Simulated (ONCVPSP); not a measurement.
An all-electron radial function and its pseudo partner (Sr (Z = 38))

Columns: radius, all-electron u(r) and pseudo u(r) of the 4p shell (level -21.91 eV) of strontium in the configuration [Ar] 3d10 4s2 4p6 4d1 5s1; PBEsol, scalar-relativistic, ONCV scheme, ONCVPSP 4.0.1.

```csv
r (bohr),all-electron,pseudo
0.200,-0.0798,0.0411
0.400,-0.4238,0.1613
0.600,-0.0329,0.3442
0.800,0.4308,0.5517
1.000,0.7340,0.7358
1.200,0.8694,0.8544
1.400,0.8846,0.8820
1.600,0.8288,0.8288
1.800,0.7384,0.7384
2.000,0.6364,0.6364
2.200,0.5360,0.5361
2.400,0.4443,0.4443
2.600,0.3639,0.3639
2.800,0.2956,0.2956
3.000,0.2386,0.2386
3.200,0.1917,0.1917
3.400,0.1535,0.1535
3.600,0.1226,0.1226
3.800,0.0977,0.0977
4.000,0.0777,0.0777
4.200,0.0617,0.0617
4.400,0.0489,0.0489
4.600,0.0387,0.0387
4.800,0.0306,0.0306
5.000,0.0241,0.0241
5.200,0.0190,0.0190
```

(1) How many radial nodes do the two functions have?

(2) At about which radius was the pseudo-wave matched?

(3) Is the pseudo-wave norm-conserving?

Results:

(1) The all-electron 4p function has n − l − 1 = 2 (the table is too coarse to show those close to the nucleus); the pseudo-wave has 0, since the states of the same l below it are removed with the core.

(2) 1.55 bohr, where the columns begin to agree (steps of 0.20 bohr).

(3) Yes: the ONCV scheme keeps the norm inside the radius equal to the all-electron one, which fixes the energy derivative of the logarithmic derivative at the level.
